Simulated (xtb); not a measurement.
LaO (SMILES [O]=[La]), doublet, from a rough starting geometry (GFN-xTB shapes and energies of metal compounds can be far from the true ones).

xtb was given this input:
```
$ xtb mol.xyz --gfn 2 --uhf 1 --opt vtight --json

# file mol.xyz
2

La     0.03242282    -0.05265314    -1.00667792
O     -0.00259995     0.00911635     1.03556712
```

What does this run give for the total energy at the end of the optimisation, dipole moment?


```yaml
total_energy_at_the_end_of_the_optimisation: -5.192801 Ha
dipole_moment: 4.96 D
```
